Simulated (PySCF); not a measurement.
Excitations are Tamm–Dancoff values on a coarser integration grid. The basis has no diffuse functions, so Rydberg states are missing or too high.

Cartesian coordinates (Å):
```xyz
6

C      1.9225    -0.2505    -0.2852
C      0.7296    -0.0955    -0.2243
B     -0.7321     0.0951    -0.1499
N     -1.9570     0.2551    -0.0877
H      2.9759    -0.3868    -0.3390
H     -2.9389     0.3826    -0.0374
```
Charge 0, spin multiplicity 1.

Question: Predict the total energy, S1 excitation (TDA) and HOMO from PBE-D3(BJ)/def2-TZVP // B3LYP-D3(BJ)/def2-TZVP (PySCF).

Answer: 
```yaml
total_energy: -4267.39 eV
S1 excitation (TDA): 5.15 eV
HOMO: -6.89 eV
```
